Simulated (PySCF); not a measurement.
Compound: CH5BBrN.
SMILES with atom numbers: `[CH3:1][B:2]([NH2:3])[Br:4]` (hydrogens: H5, H6, H7 on C1; H8, H9 on N3)

Method: PySCF, PBE0-D3(BJ)/def2-SVP geometry optimisation, gas phase; density fitting, grid level 1; the optimiser is geomeTRIC in internal coordinates, started from a GFN2-xTB structure with every atom displaced at random (about 0.01 Å).

Step 7: E = -73311.1319 eV
```
atom  x, y, z in Å  |  force x, y, z in eV/Å
C1     -1.1284   -0.2406    0.3311   -0.008  -0.001   0.055
B2      0.2033    0.4438   -0.1416    0.009   0.015  -0.033
N3      1.3834   -0.2579   -0.3632    0.048   0.014   0.013
Br4     0.2701    2.3756   -0.4124   -0.001  -0.038   0.016
H5     -1.2854   -1.2144   -0.1602    0.014  -0.002   0.004
H6     -1.0658   -0.4349    1.4165   -0.021   0.018  -0.009
H7     -2.0148    0.3849    0.1637   -0.005   0.000  -0.021
H8      2.2502    0.1865   -0.6363   -0.016   0.008   0.001
H9      1.4529   -1.2575   -0.2241   -0.020  -0.015  -0.025
```

Step 8: E = -73311.1354 eV
```
atom  x, y, z in Å  |  force x, y, z in eV/Å
C1     -1.1281   -0.2426    0.3315    0.000  -0.002   0.080
B2      0.2051    0.4405   -0.1368    0.013   0.038  -0.071
N3      1.3774   -0.2611   -0.3972    0.071  -0.013   0.097
Br4     0.2816    2.3785   -0.3557   -0.006  -0.024   0.015
H5     -1.2554   -1.2447   -0.1075    0.006  -0.008   0.002
H6     -1.0989   -0.3711    1.4284   -0.014   0.019  -0.016
H7     -2.0178    0.3601    0.1051    0.002  -0.005  -0.033
H8      2.2512    0.1853   -0.6445   -0.041   0.021  -0.014
H9      1.4502   -1.2594   -0.2500   -0.032  -0.024  -0.060
```

Step 9: E = -73311.1421 eV
```
atom  x, y, z in Å  |  force x, y, z in eV/Å
C1     -1.1248   -0.2478    0.3371    0.018   0.001   0.112
B2      0.2119    0.4323   -0.1205    0.013   0.069  -0.111
N3      1.3639   -0.2648   -0.4710    0.110  -0.065   0.239
Br4     0.3129    2.3790   -0.2089   -0.012   0.008   0.011
H5     -1.1815   -1.3073    0.0446   -0.016  -0.017  -0.007
H6     -1.1927   -0.2041    1.4390    0.004   0.013  -0.028
H7     -2.0109    0.2794   -0.0443    0.012  -0.016  -0.050
H8      2.2502    0.1845   -0.6651   -0.077   0.041  -0.056
H9      1.4366   -1.2655   -0.3376   -0.052  -0.034  -0.110
```

Step 10: E = -73311.1478 eV
```
atom  x, y, z in Å  |  force x, y, z in eV/Å
C1     -1.1213   -0.2503    0.3464    0.022  -0.016   0.090
B2      0.2187    0.4285   -0.1012    0.067   0.103  -0.123
N3      1.3610   -0.2608   -0.4993    0.063  -0.151   0.261
Br4     0.3289    2.3762   -0.1176   -0.008   0.033   0.007
H5     -1.1381   -1.3326    0.1482   -0.026  -0.018  -0.008
H6     -1.2644   -0.1031    1.4312    0.017   0.005  -0.022
H7     -1.9924    0.2168   -0.1375    0.024  -0.019  -0.045
H8      2.2528    0.1781   -0.6927   -0.112   0.084  -0.048
H9      1.4204   -1.2672   -0.4042   -0.047  -0.021  -0.112
```

Task: Estimate the geometry and energy of step 11. (The exact step hangs on the optimiser's Hessian estimate; all steps are aligned on step 10, rigid shifts and turns removed.)

Result: E = -73311.1582 eV, largest force 0.237 eV/Å
```
atom  x, y, z in Å  |  force x, y, z in eV/Å
C1     -1.1148   -0.2517    0.3640    0.009  -0.043  -0.030
B2      0.2305    0.4261   -0.0701    0.079   0.075  -0.089
N3      1.3609   -0.2587   -0.5075   -0.030  -0.147   0.183
Br4     0.3491    2.3725   -0.0237    0.011   0.041   0.010
H5     -1.0944   -1.3488    0.2727   -0.012  -0.002   0.009
H6     -1.3532    0.0061    1.4083    0.016   0.002   0.011
H7     -1.9514    0.1325   -0.2420    0.021  -0.007  -0.005
H8      2.2471    0.1783   -0.7262   -0.090   0.074  -0.035
H9      1.3918   -1.2709   -0.5021   -0.006   0.009  -0.055
```

The energy changes by -0.0104 eV. The first-order estimate −F·Δx gives -0.0160 eV and the mean of the old and new forces, exact on a quadratic surface, -0.0106 eV. The step makes an angle of 82° with the force vector and moves no atom by more than 0.143 Å.

The cost below is that of the whole optimisation. Hardware: one thread, Arm Neoverse V1 (aarch64), no GPU, shared host with 32 logical CPUs at a one-minute load of 28. Cost: 54 s of wall time, 0.41 GiB resident at most.
